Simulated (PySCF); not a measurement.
**Vibration and rotation of CeH**

UHF-CCSD(T) constants of CeH, quartet, about 1.1 electrons in the 4f shell (Mulliken), real f orbitals that mix terms (basis Ce x2c-TZVPall, H x2c-TZVPall; spin-free X2C with a Gaussian nucleus; PySCF 2.14; masses 139.9054 and 1.0078 u):

| Item | Value |
| --- | --- |
| ωe | 1438.1 cm⁻¹ |
| ωexe | 20.0 cm⁻¹ |
| Be | 3.999 cm⁻¹ |
| αe | 0.0797 cm⁻¹ |
| D (centrifugal) | 0.000124 cm⁻¹ |

Problem. Give the vibrational terms G(v) and spacings up to v = 6.

Solution. G(v) = ωe(v+½) − ωexe(v+½)².

```
v  G(v) (cm⁻¹)  G(v) − G(v−1)  Bv (cm⁻¹)
0          714                     3.959
1         2112           1398      3.879
2         3470           1358      3.800
3         4788           1318      3.720
4         6066           1278      3.640
5         7305           1238      3.561
6         8503           1198      3.481
```

Correlated steps freeze 18 core orbitals. Spin–orbit coupling is left out, which matters for elements this heavy, above all for dissociation energies. The state is the lowest single determinant that the PBE0 search found; with open d or f shells the true ground state can be another one.
